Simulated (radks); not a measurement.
Values are calculated unless marked as measured or tabulated.
The thulium ion Tm+ inside a hard spherical wall (all orbitals vanish at R), configuration held at [Xe] 4f13 6s1 and not refilled when levels cross. Level of theory: scalar-relativistic Kohn-Sham, PBE, spin-polarised, spherical densities, finite nucleus; open shells are filled with parallel spins first (spin-orbit coupling, left out, can overturn this in heavy ions); Fermi nuclear charge, rms radius 5.2256 fm (a radial shooting solver on a logarithmic mesh with Libxc functionals). Eigenvalues in eV for spin up, with the zero of energy where the potential of the charges vanishes at infinity; a dash marks a level that is unbound or too diffuse for the functional's potential to be trusted. A positive occupied level is held by the wall or, in an anion where self-interaction has pushed it up, behind a barrier. The pressure on the wall is -dE/dV.

| R (bohr) | E (hartree) | kinetic (hartree) | e(5s) | e(5p) | e(4f) | e(6s) | e(5d, empty) | e(6p, empty) | pressure (GPa) |
|---|---|---|---|---|---|---|---|---|---|
| free | -13565.7837 | 14741.810 | -60.289 | -33.795 | -10.099 | -9.523 | -6.847 | -5.794 | 0 |
| 15 | -13565.7837 | 14741.810 | -60.289 | -33.795 | -10.099 | -9.523 | -6.847 | -5.793 | < 0.0001 |
| 8 | -13565.7810 | 14741.836 | -60.166 | -33.675 | -9.978 | -9.388 | -6.715 | -5.326 | 0.125 |
| 7 | -13565.7744 | 14741.882 | -59.981 | -33.497 | -9.794 | -9.126 | -6.506 | -4.685 | 0.530 |
| 4 | -13565.4429 | 14743.373 | -56.865 | -30.575 | -6.383 | 0.086 | -1.750 | 10.285 | 67.6 |
| 3 | -13564.1991 | 14748.783 | -50.586 | -24.083 | 1.275 | 24.645 | 9.005 | 42.716 | 724 |
| 2.5 | -13561.6884 | 14759.116 | -41.410 | -13.567 | 12.378 | 61.815 | 24.813 | 87.221 | 3140 |
